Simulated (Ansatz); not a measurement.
A single Fe atom.

Basis set: def2-SVP. Charge 1. Computed with Ansatz (development build ahead of 0.2.0); the lowest solution found for each multiplicity.

Q: How do the multiplicities compare at this shape? Give, from the lowest of each method, PBE0 (unrestricted) for 4, 6.

A:

| method | multiplicity | E (eV) | <S²> |
| --- | --- | --- | --- |
| PBE0, unrestricted | 4 | 0.398 | 4.07 |
| PBE0, unrestricted | 6 | 0.000 | 8.75 |

Caution for PBE0, unrestricted: the unrestricted determinant is spin contaminated.
